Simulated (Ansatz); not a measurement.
Reactions of F3H3SiSn (`[F][Sn]([F])([F])[SiH3]`).

Isolated molecules relaxed with PBE0-D4/def2-TZVP in Ansatz; ΔE leaves out vibrations. CCSD(T)/CBS is the MP2 limit (def2-TZVPP, def2-QZVPP) plus CCSD(T) − MP2 in def2-TZVPP, frozen cores. This one scheme is used for every species. DFT in def2-TZVPP. Elements past krypton have def2 core potentials. For As, Sn outer-core shells are correlated without core-valence functions, which leaves a few kJ/mol of doubt a bond. Scalar relativity is left out up to krypton. Each species was taken in one conformer, which may not be the lowest.

| reaction | ωB97X-V (kJ/mol) | MP2/CBS(def2) (kJ/mol) | ωB97M-V (kJ/mol) |
| --- | --- | --- | --- |
| `[F][Sn]([F])([F])[SiH3]` + `O[SiH]1[SiH2][SiH2]1` → `O[Si]1([SiH3])[SiH2][SiH2]1` + `[F][SnH]([F])[F]` | 31 | 34 | 33 |
| `[F][Sn]([F])([F])[SiH3]` + `N[SiH](N)O` → `N[SiH](N)O[SiH3]` + `[F][SnH]([F])[F]` | -57 | -56 | -57 |
| `[F][Sn]([F])([F])[SiH3]` + `N[AsH2]` → `[SiH3]N[AsH2]` + `[F][SnH]([F])[F]` | -7 | -9 | -8 |
| `[F][Sn]([F])([F])[SiH3]` + `C[O][SnH]([OH])[Cl]` → `C[O][SnH]([Cl])[O][SiH3]` + `[F][SnH]([F])[F]` | -57 | -59 | -58 |
| `[F][Sn]([F])([F])[SiH3]` + CH₃SH → `C[S][Sn]([F])([F])[F]` + SiH₄ | -10 | -17 | -11 |
| `[F][Sn]([F])([F])[SiH3]` + `F[SiH](Cl)Cl` → `F[Si]([SiH3])(Cl)Cl` + `[F][SnH]([F])[F]` | 46 | 57 | 50 |
| `[F][Sn]([F])([F])[SiH3]` + silanol → disiloxane + `[F][SnH]([F])[F]` | -56 | -55 | -56 |

(1) Give the CCSD(T)/CBS values in the same order. (Best estimate.)

Largest T1 diagnostic: 0.015, for `O[Si]1([SiH3])[SiH2][SiH2]1`.

Answers

(1) Ansatz gave: 31, -55, -6, -58, -13, 51, -54 kJ/mol.
